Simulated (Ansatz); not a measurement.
A nudged elastic band was laid between two geometries of CH5B2I (9 atoms, charge 0, multiplicity 1).

All numbers below come from RHF/def2-SVPD in Ansatz.

```yaml
movable_images: 5
climbing_image: yes
spring: 5.0 eV/Å²
optimiser: quadratic models (default)
start_path: IDPP
force_threshold: 0.05 eV/Å
iteration_limit: 60
end_points: relaxed
```

First end point:

```xyz
9
Properties=species:S:1:pos:R:3
B -0.455 1.484 -0.601
B 0.005 -0.124 -0.368
C 0.293 -0.956 0.932
I 0.286 -1.102 -2.319
H -1.612 1.784 -0.708
H 0.366 2.353 -0.705
H -0.119 -0.496 1.833
H -0.058 -1.986 0.862
H 1.381 -1.002 1.055
```

Last end point:

```xyz
9
Properties=species:S:1:pos:R:3
B -0.441 1.488 -0.597
B -0.001 -0.128 -0.373
C 0.284 -0.959 0.928
I 0.264 -1.112 -2.321
H 0.393 2.345 -0.698
H -1.593 1.809 -0.696
H -0.129 -0.498 1.827
H -0.062 -1.991 0.860
H 1.373 -1.000 1.052
```

(1) Which bonds break or form, and what moves?

(2) Give the energies along the band, and the barrier.

(3) What is the geometry of the highest image?

(4) What are the harmonic wavenumbers there?

Results:

(1) No bond is made or broken. The dihedral H6–B1–B2–I4 goes from -89 to 89°. The two ends are copies of one structure, up to a mirror image or an exchange of like atoms.

(2) It converged. The highest image is number 3 of 0 to 6, 8.4 kcal/mol above the ends, which have the same energy within 2 meV. A vibrational analysis at the climbing image gives one clearly imaginary mode, 295i cm⁻¹: a first-order saddle point.

| image | path coordinate (Å) | energy (kcal/mol) | dihedral H6–B1–B2–I4 (°) |
| --- | --- | --- | --- |
| 0 | 0.00 | 0.0 | -89 |
| 1 | 0.74 | 1.7 | -114 |
| 2 | 1.48 | 6.1 | -147 |
| 3 | 2.22 | 8.4 | 180 |
| 4 | 3.21 | 4.5 | 134 |
| 5 | 4.21 | 0.3 | 92 |
| 6 | 5.20 | 0.0 | 89 |

(3) 
```xyz
9
Properties=species:S:1:pos:R:3:forces:R:3
B -0.471 1.478 -0.585 0.01 0.00 0.00
B -0.227 -0.246 -0.385 0.00 0.00 0.00
C 0.550 -0.887 0.819 0.01 0.00 -0.01
I -1.007 -1.562 -1.939 0.00 0.00 0.00
H -1.033 1.944 -1.534 0.00 0.00 0.00
H -0.064 2.238 0.252 0.00 0.00 0.00
H 0.257 -0.413 1.761 0.00 0.00 0.00
H 0.473 -1.968 0.914 0.00 0.00 0.00
H 1.610 -0.632 0.680 0.00 0.00 0.00
```

(4) 295i, 55, 218, 262, 338, 435, 764, 808, 827, 1017, 1040, 1157, 1307, 1435, 1529, 1553, 2660, 2752, 3126, 3195, 3269 cm⁻¹.

The run took 3.5 min on 2 threads of Arm Neoverse V2 (shared host), peak memory 0.36 GiB.
